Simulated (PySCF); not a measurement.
Identify the unknown among the candidates.

All candidates are C7H9N.

- UV, strongest line: among the 6 lowest singlet transitions: S2 at 4.27 eV (290 nm, f = 1.383) [TDDFT PBE0/def2-SVPD]
- Polarisability: 128.5 au [PBE0/def2-SVPD]
- 13C NMR: chemical shifts (computed TMS as zero) by class: 173.2 (1 C), 148.3 (1 C), 147.2 (1 C), 145.2 (1 C), 140.5 (1 C), 138.5 (1 C), 129.5 (1 C) ppm [GIAO PBE0/pcSseg-1]
- 1H NMR: chemical shifts (computed TMS as zero) by class: 10.81 (1 H), 8.20 (1 H), 6.73 (1 H), 6.68 (1 H), 6.64 (1 H), 6.51 (1 H), 5.87 (1 H), 5.74 (1 H), 5.67 (1 H) ppm [GIAO PBE0/pcSseg-1]
- Rotational structure: rotational constants A, B, C: 20.354, 0.576, 0.560 GHz [GFN2-xTB]
- NMR, other nuclei: isotropic shieldings of nuclei other than C and H, by class: -100 (1 N) ppm [GIAO PBE0/pcSseg-1]

The electronic properties come from PySCF, for the isolated species, density fitting. Levels stand in brackets. Isolated species at its GFN2-xTB geometry (one conformer only). NMR classes are plain means over equivalent atoms (diastereotopic ones count apart unless rotation or inversion swaps them), as if these changed places fast.

**Question.** Which candidate is it?
A. `[H]\N=C/C=C/C=C/C=C`
B. `C[C@H]1CCC=C1C#N`
C. `CNc1ccccc1`

**Answer.** A. It is `[H]\N=C/C=C/C=C/C=C`. Numbering: `[H]\[N:8]=[CH:7]/[CH:6]=[CH:5]/[CH:4]=[CH:3]/[CH:2]=[CH2:1]`. Its formula, C7H9N, gives 4 degrees of unsaturation: 0 rings and 4 π bonds in the structure found. 7 carbons fall into 7 classes; from least to most shielded: imine carbon [C7] (173.2 ppm), alkene CH carbon [C3] (148.3 ppm), alkene CH carbon [C5] (147.2 ppm), alkene CH carbon [C2] (145.2 ppm), alkene CH carbon [C4] (140.5 ppm), alkene CH carbon [C6] (138.5 ppm), terminal =CH2 carbon [C1] (129.5 ppm). Hydrogen classes from least to most shielded: 1 H on an imine nitrogen, N8 (10.81 ppm), 1 H on an imine carbon, C7 (8.20 ppm), 1 H on an alkene CH carbon, C2 (6.73 ppm), 1 H on an alkene CH carbon, C3 (6.68 ppm), 1 H on an alkene CH carbon, C5 (6.64 ppm), 1 H on an alkene CH carbon, C4 (6.51 ppm), 1 H on an alkene CH carbon, C6 (5.87 ppm), 1 H on a terminal =CH2 carbon, C1 (5.74 ppm), 1 H on a terminal =CH2 carbon, C1 (5.67 ppm). The other shieldings belong to: -100 ppm, imine nitrogen [N8]. The optimised geometry has point group Cs and is an asymmetric top.

The others, at the same levels:
- `C[C@H]1CCC=C1C#N` fails: its computed 13C shifts are 156.2 (1 C), 128.2 (1 C), 121.2 (1 C), 47.7 (1 C), 36.4 (1 C), 33.6 (1 C), 22.4 (1 C) ppm, 1H shifts are 6.67 (1 H), 2.89 (1 H), 2.79 (1 H), 2.59 (1 H), 2.27 (1 H), 1.61 (1 H), 1.15 (3 H) ppm and static isotropic polarisability is 83.8 au (against 128.5 au).
- `CNc1ccccc1` fails: it has 5 carbon classes against 7; its computed 13C shifts are 153.7 (1 C), 135.0 (2 C), 121.5 (1 C), 115.1 (2 C), 31.9 (1 C) ppm, 1H shifts are 7.45 (2 H), 6.89 (1 H), 6.64 (2 H), 3.10 (1 H), 2.94 (3 H) ppm and rotational constant A is 5.052 GHz (against 20.354 GHz).

Each candidate is one conformer, not necessarily the lowest. Dipoles, sizes and rotational constants follow the conformer. The torsions of the flexible species, by atom-mapped SMILES:
- `[H]\[N:8]=[CH:7]/[CH:6]=[CH:5]/[CH:4]=[CH:3]/[CH:2]=[CH2:1]`: C1–C2–C3–C4 180°, C3–C4–C5–C6 180°, C5–C6–C7–N8 180°
- `[CH3:1][NH:2][c:3]1[cH:4][cH:5][cH:6][cH:7][cH:8]1`: C1–N2–C3–C4 -17°

The conformers of `C[C@H]1CCC=C1C#N` aren't listed.
